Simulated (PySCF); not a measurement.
PySCF 2.14 output of an unrestricted r2SCANh calculation on a single atom or ion in x2c-TZVPPall with one added diffuse shell each of s, p, d, f type (12s8p8d4f1g, 113 functions), with the spin-free X2C one-electron Hamiltonian (Gaussian nucleus):

```
SCF conv_tol = 1e-09
number electrons alpha = 40  beta = 37
    M. Bursch, H. Neugebauer, S. Ehlert, and S. Grimme.,  J. Chem. Phys. 156, 134105 (2022)
cycle= 1 E= -18415.3953334416  delta_E= -0.0204  |g|= 0.186  |ddm|= 0.417
cycle= 2 E= -18415.3949465962  delta_E= 0.000387  |g|= 0.175  |ddm|= 0.155
cycle= 3 E= -18415.3974096128  delta_E= -0.00246  |g|= 0.0166  |ddm|= 0.0828
cycle= 4 E= -18415.3974621607  delta_E= -5.25e-05  |g|= 0.000701  |ddm|= 0.0153
cycle= 5 E= -18415.3974623703  delta_E= -2.1e-07  |g|= 6.01e-05  |ddm|= 0.00193
cycle= 6 E= -18415.397462372  delta_E= -1.68e-09  |g|= 7.14e-06  |ddm|= 0.0002
cycle= 7 E= -18415.397462372  delta_E= -3.64e-11  |g|= 3.5e-07  |ddm|= 9.26e-06
converged SCF energy = -18415.397462372  <S^2> = 3.7519323  2S+1 = 4.000966
```

The run itself started from symmetry-adapted Hartree-Fock orbitals and held the occupation by maximum overlap, on a logarithmic radial grid, so the iterations belong to that start.

Q: Which element, charge and spin multiplicity is this?

A: Pt⁺ (platinum, charge +1), multiplicity 4; the state was [Xe] 4f14 5d8 6s1, high-spin 4F determinant (an excited configuration).

Spin-orbit coupling, absent here, splits the open shell strongly.
